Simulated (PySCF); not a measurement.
# Excitation energy of Kr²⁺ by level of theory

Kr²⁺ [Ar] 3d10 4s2 4p4 (3P) → Kr²⁺ [Ar] 3d10 4s1 4p4 4d1 (high-spin determinant), as a difference of total energies. All numbers are calculated (PySCF 2.14, a scalar-relativistic core potential, in aug-cc-pwCVDZ-PP with ECP10MDF). Correlated levels: valence: 3s2 3p6 3d10 frozen. The calculations carry no spin-orbit coupling.

```csv
method,excitation energy (eV)
UHF,30.667
MP2 (valence),31.086
SCS-MP2 (valence),31.061
CCSD (valence),30.184
CCSD(T) (valence),30.015
```

Q: How much does correlation contribute at CCSD(T) (valence)?

A: 30.015 − (30.667) = -0.652 eV, measured against UHF.

The promoted electron is Rydberg-like, and one or two diffuse shells describe it only roughly, which tends to raise the upper state.

The coupled-cluster amplitudes are large for the upper state (T1 above 0.03 or a double amplitude above 0.15), so a single reference is strained.

The determinant of the upper state mixes LS terms, which raises its energy above the lowest term, most at the Hartree-Fock and MP2 levels.
